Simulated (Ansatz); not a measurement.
C$_{2}$H$_{7}$ISi, SMILES `[SiH3]CCI`, relaxed with RKS PBE0-D4/def2-TZVP in Ansatz from a PBE-D4/def2-SVP geometry. The force threshold is 0.005 eV/Å; the program also tests the step.

The species carries charge 0 and has multiplicity 1. I: def2 effective core potential.

Start:

```xyz
11

Si    1.513   -0.458   -0.015
C    -0.395   -0.531   -0.001
C    -1.019    0.848    0.015
I    -3.220    0.805    0.025
H     2.015    0.263    1.207
H     2.070   -1.855   -0.026
H     1.997    0.277   -1.236
H    -0.719   -1.106   -0.894
H    -0.708   -1.121    0.886
H    -0.762    1.431    0.920
H    -0.771    1.448   -0.881
```

```tsv
step	energy (eV)	largest force (eV/Å)	largest move (Å)
1	-18162.3753	0.557	0.000
2	-18162.4140	0.283	0.077
3	-18162.4207	0.090	0.026
4	-18162.4212	0.029	0.004
5	-18162.4213	0.004	0.002
```

End:

```xyz
11

Si    1.494   -0.454   -0.014
C    -0.392   -0.531   -0.001
C    -1.009    0.843    0.014
I    -3.167    0.794    0.026
H     1.986    0.262    1.194
H     2.053   -1.831   -0.027
H     1.968    0.276   -1.220
H    -0.718   -1.093   -0.882
H    -0.706   -1.107    0.874
H    -0.749    1.413    0.905
H    -0.760    1.429   -0.868
```

It took 22 s on 4 threads of an Arm Neoverse V1 on a shared host, with 0.51 GiB of host memory at the peak.
